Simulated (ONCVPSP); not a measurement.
## Ranking ONCV potentials for fluorine (F)

All share these settings but for the change named:

```json
{
  "Element": "F (Z = 9)",
  "Generator": "ONCVPSP 4.0.1",
  "Type": "optimised norm-conserving Vanderbilt (ONCV)",
  "Functional": "PBEsol",
  "Relativity": "scalar-relativistic",
  "Frozen core": "[He]",
  "Valence charge": "7",
  "Reference configuration": "2s2 2p5",
  "Partial waves": "2s: rc 0.75 bohr, ncon 4, nbas 8, qcut 7.3 1/bohr, 1 projector; 2p: rc 1.05 bohr, ncon 5, nbas 10, qcut 10.5 1/bohr, 1 projector",
  "Local potential": "polynomial inside 0.70 bohr (lpopt 5, dvloc0 4 Ha)",
  "Core correction": "none"
}
```

Test errors are all-electron minus pseudo excitation energies from the reference, over 2s2 2p4; 2s2 2p3; 2s2 2p2; 2s2 2p1. None of these files shows a bound ghost.

The base gives 917.0 meV.

Of 6 variants that were run, those that failed, showed a ghost or another fault, or gave nearly equal values are left out.

A variant can come out equal or close to the base, since the largest error may sit in a test that the change hardly touches while other tests move.

Problem. Rank these variants by their largest absolute test error, smallest first.
A. s: qcut 5.9; p: qcut 8.5
B. s: qcut 4.9; p: qcut 7
C. s: qcut 7.4; p: qcut 10.6
D. s: qcut 8.4; p: qcut 12.1
E. s: qcut 10.1; p: qcut 14.5

Solution. E (498.0 meV), D (699.3 meV), C (900.7 meV), A (1317.0 meV), B (1698.0 meV).
